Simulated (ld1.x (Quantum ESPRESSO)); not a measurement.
What one change does to a pseudopotential (In (Z = 49), TM)

```json
{"Element": "indium", "Generator": "ld1.x (Quantum ESPRESSO) 7.5", "Type": "norm-conserving Troullier–Martins (Kleinman–Bylander form)", "Functional": "PBE", "Relativity": "fully relativistic", "Frozen core": "[Kr] 4d10", "Valence charge": "3", "Reference configuration": "5s2 5p0.5 (charge +0.5)", "Partial waves": "5p (bound): rc 2.55 bohr; 5d channel at -0.1 Ry: rc 2.75 bohr; 5s (bound): rc 2.30 bohr", "Local potential": "the s channel", "Core correction": "Bessel-smoothed model core inside 1.75 bohr"}
```

Open shells are filled in proportion to 2j + 1 (rel_dist='average').

All-electron outer shells of the reference configuration (PBE, scalar-relativistic, ld1.x):

```csv
shell,level (eV),outermost node (bohr),outermost maximum (bohr)
5s,-11.39,1.02,2.13
5p,-5.31,1.14,2.74
```

Change: all radii but the core radius scaled by about 0.74 (s 1.70, p 1.88, d 2.04 bohr).

Cutoffs: the cutoffs (Ry, on a coarse ladder) from which the occupation-weighted sum of valence levels, in a spherical-Bessel basis at the reference potential, stays within 10 and 1 mRy of its value at 400 Ry; they do not see the model core or the augmentation charge, which bear on the density cutoff. Errors are all-electron minus pseudo energies relative to the spin-unpolarised reference configuration.

Q: What does the change do?

A: The potential gets harder (18 Ry and 25 Ry → 30 Ry and 70 Ry); both files keep a bound ghost (d); of the 7 tests that both files solve, the error grows in 0 and shrinks in 2 by more than 15 % and 0.3 meV (median size 15.6 → 12.5 meV). A smaller radius makes the pseudo-wave follow the all-electron one further in, where it bends more sharply, so more plane waves are needed.

```csv
quantity,base,changed
"cutoff, loose",18 Ry,30 Ry
"cutoff, tight",25 Ry,70 Ry
loose cutoff by channel (10 mRy a level),"p 6 Ry, s 8 Ry","p 25 Ry, s 21 Ry"
bound ghosts,"d3/2, d5/2","d3/2, d5/2"
"error for 5s2 5p1, meV [ΔE -1.95 eV]",-2.0,-2.0
"error for 5s2 5p0, meV [ΔE 3.43 eV]",-5.2,-5.1
"error for 5s1 5p0, meV [ΔE 22.66 eV]",-169,-170
"error for 5s1 5p2, meV [ΔE 3.88 eV]",-16,-13
"error for 5s2 5p1.3, meV [ΔE -2.48 eV]",-3.6,-3.5
"error for 5s0 5p3, meV [ΔE 9.98 eV]",-76,-64
"error for 5s1 5p1, meV [ΔE 10.01 eV]",-43,-41
```

 A true bound ghost makes a file unfit for plane-wave use even where its test errors are small: the radial tests pick states by their node count and pass the ghost by.
